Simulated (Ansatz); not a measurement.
`BCOC` → `CB(C)O`  (isomerisation)

Program: Ansatz. Geometries: PBE0-D4/def2-TZVP. ΔE: electronic, gas phase. CCSD(T)/CBS adds triple-zeta CCSD(T) − MP2 to the extrapolated MP2 energy (def2 sets, frozen cores). Functionals use def2-TZVPP. B3LYP here is the variant with VWN-RPA as its local correlation; programs differ in this. Each species was taken in one conformer, which may not be the lowest.

```tsv
level	ΔE (kcal/mol)
LDA (SPW92)	-81.4
revPBE-D4	-78.3
B3LYP-D4	-78.5
B3LYP	-78.3
```

(1) What does CCSD(T)/CBS give? (Estimate.)

Largest T1 diagnostic among the species: 0.011.

## Answers

(1) The calculation gave: -80.9 kcal/mol. The listed levels differ from it by -0.5, 2.6, 2.4, 2.6 kcal/mol.

From BLYP to BHLYP (50 % exact exchange), in def2-TZVPP and without D4, ΔE moves by −1.3 kcal/mol. Leaving LDA and LC-ωPBE aside and taking each functional with its dispersion term where it has one, the values, not all of them listed here, spread over 4.4 kcal/mol, from B97M-V to BLYP-D4. LDA lies −2.2 kcal/mol from PBE without D4. In def2-TZVPP, CCSD(T) changes the Hartree–Fock value by −4.8 kcal/mol (the triples alone add −0.4 kcal/mol) and MP2 by −7.3 kcal/mol.
